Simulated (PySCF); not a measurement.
Calculated NMR parameters of C=C(C=O)[Si@](N)([SiH3])[SiH2]C

```
Formula                               : C4H13NOSi3
SMILES                                : C=C(C=O)[Si@](N)([SiH3])[SiH2]C
InChI                                 : InChI=1S/C4H13NOSi3/c1-4(3-6)9(5,7)8-2/h3H,1,5,8H2,2,7H3/t9-/m0/s1
Point group of the computed structure : C1
Degrees of unsaturation               : 2
Carbon signals                        : 4
Proton signals                        : 8
```

Atoms are numbered as in `[CH2:1]=[C:2]([CH:3]=[O:4])[Si@:5]([NH2:6])([SiH3:7])[SiH2:8][CH3:9]`; H(Xn) means a hydrogen on atom n. Ha(C1) is cis to C3; Ha(Si8) is pro-R; Hb(Si8) is pro-S; Hb(C1) is trans to C3.

- shieldings: GIAO PBE0/pcSseg-1
- structure optimised with GFN2-xTB
- code: PySCF
- single conformer, one averaged value for each set of equivalent atoms, gas phase, non-relativistic Hamiltonian

Scale: TMS for ¹H (31.72 ppm), ¹³C (186.93 ppm), ²⁹Si (349.16 ppm); ¹⁵N (267.73 ppm) against NH3; H2O for ¹⁷O (336.08 ppm) (reference shieldings calculated alike).

| carbon | δC, type | δH (multiplicity) | HMBC from (2–3 bonds) | span of the C tensor (ppm) |
| --- | --- | --- | --- | --- |
| C1 | 153.3, CH2 | Ha(C1) 7.07 (m); Hb(C1) 6.99 (m) | H(C3) | 265 |
| C2 | 165.2, C | – | H(C3), Ha(C1), Hb(C1), Ha(Si8), Hb(Si8), H(Si7) | 214 |
| C3 | 205.8, CH | 9.87 (s) | Ha(C1), Hb(C1) | 181 |
| C9 | -8.8, CH3 | 0.33 (m) | Ha(Si8), Hb(Si8) | 9 |

Other nuclei:
```
  atoms  nucleus                            environment  δ (ppm)  σ (ppm)
Ha(Si8)       ¹H  hydrogen on a silicon bonded to C, Si     3.88    27.84
Hb(Si8)       ¹H  hydrogen on a silicon bonded to C, Si     3.70    28.02
 H(Si7)       ¹H     hydrogen on a silicon bonded to Si     3.47    28.25
  H(N6)       ¹H    hydrogen on a nitrogen bonded to Si    -0.12    31.84
    Si5     ²⁹Si           silicon bonded to C, N, 2 Si    -31.7    380.9
    Si8     ²⁹Si           silicon bonded to C, Si, 2 H    -70.6    419.7
    Si7     ²⁹Si              silicon bonded to Si, 3 H   -109.0    458.1
     N6      ¹⁵N             nitrogen bonded to Si, 2 H      7.5    260.2
     O4      ¹⁷O                        aldehyde oxygen    667.0   -330.9
```

- Carbon types of the structure: 1 × C, 1 × CH, 1 × CH2, 1 × CH3, leaving 7 H on heteroatoms.
- δC 205.8: aldehyde carbonyl carbon; the double bond to the heteroatom, with no lone-pair donor beside it, deshields it most.
- δC 165.2: α carbon of a C=C–C=O unit.
- δC 153.3: β carbon of a C=C–C=O unit; conjugation with the carbonyl draws π density from the β position.
- δC -8.8: methyl carbon bonded to Si; an electropositive neighbour leaves it electron-rich and shielded.
- δH 9.87: hydrogen on an aldehyde carbonyl carbon; the C=O anisotropy and electron withdrawal place aldehyde protons far downfield.

The OH or NH signal is concentration- and solvent-dependent in practice; the value given is the gas-phase one. Shifts are as computed. Against solution values, carbons near 30 ppm lie about +3 ppm off and those near 130 ppm about +5 ppm. Of 1211 compounds with measured shifts, 218 miss one by over three times the rms of a fit or turn the order of signals round; such compounds aren't used in these exercises. Unscaled 17O shifts of doubly bonded oxygen tend to come out too high, by tens of ppm or more. Experimental scales use liquid or dissolved standards, which lie at an offset from isolated NH3 (liquid NH3: subtract about 20 ppm) and H2O (liquid H2O: subtract about 36 ppm). No couplings were computed; multiplicities are counted from neighbouring protons, with m where these are inequivalent, close in shift, in a saturated or five-membered ring or joined by F or P, and br s for small geminal =CH2 splittings.
